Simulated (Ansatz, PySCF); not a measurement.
Gas-phase reaction R1 → P1 + P2, each structure at its B3LYP-D3(BJ)/def2-TZVP stationary point, reached from a drawn start (curvature not checked).
R1: CH6GeO3 (SMILES [CH3][Ge]([OH])([OH])[OH]), charge 0, multiplicity 1.
P1, CH3 (SMILES [CH3]) (charge 0, multiplicity 2):
```xyz
4

C      0.00003     0.00002     0.00000
H      1.06845    -0.14741     0.02930
H     -0.66112    -0.85157    -0.04256
H     -0.40726     0.99906     0.01326
```
P2, GeH3O3 (SMILES [OH][Ge]([OH])[OH]) (charge 0, multiplicity 2):
```tsv
atom	x (Å)	y (Å)	z (Å)
O	-1.0864	-1.0523	-0.6927
Ge	-0.2000	-0.0616	0.5111
O	-0.2965	1.6364	-0.0583
O	1.5242	-0.5406	0.3922
H	-1.9546	-0.6904	-0.9078
H	0.3659	2.2060	0.3515
H	1.6476	-1.4974	0.4040
```

P less R. No zero-point or thermal terms; singlets are restricted closed shells; open shells are unrestricted; no spin–orbit coupling. One arrangement of each flexible species, with no search for the lowest.

Cores are frozen in the correlated methods. In cc and def2 sets filled d and f shells under p-block atoms count as core.

The values were computed with Ansatz (a program for electronic structure) with Gaussian orbitals; PySCF for the D3/D4 terms. No computed number here is a measurement.

**Question.** Give the reaction energy at the level revPBE-D3(BJ)/def2-TZVPP.

**Answer.** 330 kJ/mol

**Question.** Give the reaction energy at the level CCSD(T)/cc-pVTZ.

**Answer.** 367 kJ/mol

**Question.** Give the reaction energy at the level PBE/def2-TZVPP.

**Answer.** 337 kJ/mol
